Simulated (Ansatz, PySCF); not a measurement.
C3H11NSi2, SMILES C=C([SiH3])C[SiH2]N.

Geometry optimised at PBE0-D3(BJ)/def2-SVP. This is a generated structure with no PubChem entry under its InChIKey; it may be hypothetical. One conformer was computed; it need not be the lowest.

Vertical ionisation energy (IE) and electron affinity (EA) in eV. Rows of orbital energies are one-electron estimates. Where ΔSCF, EOM or ADC give a negative EA the extra electron is unbound and the value depends on the basis.

| level | IE | EA |
|---|---|---|
| −ε(HOMO), −ε(LUMO), HF/def2-TZVP (PySCF) | 9.48 | -3.21 |
| −ε(HOMO), −ε(LUMO), PBE/def2-TZVP (PySCF) | 5.87 | 1.31 |
| ΔSCF, CAM-B3LYP/def2-SVPD (Ansatz), final states of multiplicity 2 and 2 | 9.03 | -1.36 |
| ΔSCF, PBE/def2-SVPD (Ansatz), final states of multiplicity 2 and 2 | [?] | [?] |

Q: Some entries are withheld; supply them. (Estimate from the structure and the level; the computed values follow.)

A: 
- ΔSCF, PBE/def2-SVPD (Ansatz, a quantum-chemistry and plane-wave program), final states of multiplicity 2 and 2, IE: 8.41
- ΔSCF, PBE/def2-SVPD (Ansatz), final states of multiplicity 2 and 2, EA: -0.93

Q: What vertical singlet–triplet gap does ΔSCF give with CAM-B3LYP/def2-SVPD (Ansatz) and with PBE/def2-SVPD (Ansatz)? (An estimate is asked for; the answer gives what the named calculation found.)

A: 3.99 and 3.97 eV (triplet above singlet where positive).
